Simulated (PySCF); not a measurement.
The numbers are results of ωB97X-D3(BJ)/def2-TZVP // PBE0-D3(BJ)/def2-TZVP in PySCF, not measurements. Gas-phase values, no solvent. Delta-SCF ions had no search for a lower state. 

Reference species (SMILES): `C1(F)=CC1` (neutral, multiplicity 1).

* **HOMO–LUMO gap**: 12.50 eV
* **HOMO**: -9.72 eV
* **vertical ionisation energy (Delta-SCF)**: 9.90 eV

Changed species: `C(F)C#C`.

Predict the effect on the HOMO–LUMO gap, HOMO and vertical ionisation energy (Delta-SCF).

the HOMO–LUMO gap goes up by 0.43 eV, to 12.93 eV; the HOMO decreases by 0.95 eV, to -10.67 eV; the vertical ionisation energy (Delta-SCF) rises by 0.96 eV, to 10.86 eV.
